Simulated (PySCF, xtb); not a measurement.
BH5P2, SMILES PBP. The values are those of a single conformer.

Harmonic wavenumbers (cm⁻¹) from GFN2-xTB (xtb) at its own minimum, in rising order: 177, 190, 223, 498, 522, 585, 674, 732, 808, 823, 1005, 1114, 1135, 2320, 2324, 2408, 2416, 2624.

Question: What does B3LYP-D3(BJ)/def2-TZVP (PySCF) give at its own minimum? (The exact figures need the calculation; the answer reports its results.)

Answer: 188, 215, 266, 478, 509, 602, 663, 789, 811, 859, 1043, 1109, 1130, 2417, 2422, 2436, 2437, 2629. Paired by order, the mean absolute difference is 30 cm⁻¹ and the zero-point energies are 29.4 and 30.0 kcal/mol.
